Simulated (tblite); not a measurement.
C₈H₇ClP₂.
Structure used (GFN2-xTB), in Å, numbered top down from 1:
```
atom  x, y, z in Å
C1     4.8367    0.2370   -0.4763
C2     3.6746   -0.3959   -0.3505
P3     2.1156    0.5043   -0.2381
P4     0.9079   -1.1333   -0.0803
C5    -0.7559   -0.4170    0.0466
C6    -1.0553    0.9453    0.0262
C7    -2.3592    1.3829    0.1294
C8    -3.3865    0.4579    0.2549
Cl9   -5.0189    1.0073    0.3840
C10   -3.1153   -0.9012    0.2775
C11   -1.8068   -1.3284    0.1735
H12    4.8926    1.3126   -0.5165
H13    5.7724   -0.2941   -0.5436
H14    3.6399   -1.4782   -0.3121
H15   -0.2586    1.6692   -0.0716
H16   -2.5838    2.4381    0.1131
H17   -3.9196   -1.6134    0.3752
H18   -1.5883   -2.3867    0.1902
```

Level: GFN2-xTB in tblite, geometry and Hessian alike; calculated harmonic values, unscaled, isolated species. This tight-binding method is rough: wavenumbers can miss measured ones by several per cent, in bad cases by 10 to 20. One conformer, not necessarily the lowest. The optimisation stopped once no atom felt more than 0.01 eV/Å.

Lowest wavenumbers of the output (negative numbers stand for imaginary wavenumbers):
```
mode    cm-1
  1     -25.0
  2      47.5
  3      70.1
  4      78.6
  5     134.0
  6     168.3
  7     208.6
  8     279.4
```

Q: Is this structure a minimum?

A: Not by this Hessian. 1 mode is imaginary beyond 20i (25i cm⁻¹), so at this level the point lies at or near a first-order saddle. The curvature is small, so loose convergence or finite differences may be the whole cause.

Q: Which atoms move in the imaginary mode?

A: 25i: P4 (phosphorus bonded to C and P) 22 %, C6 (aromatic CH carbon) 17 %, P3 (phosphorus bonded to C and P) 16 %, C7 (aromatic CH carbon) 10 %. These are shares of the mass-weighted motion.

Q: What is the remedy?

A: Step along that mode in both directions, optimise again with tighter thresholds and repeat the frequencies. The zero-point energy of this point (76.4 kcal/mol) counts the 47 real modes alone, and thermal corrections from it aren't those of a minimum.
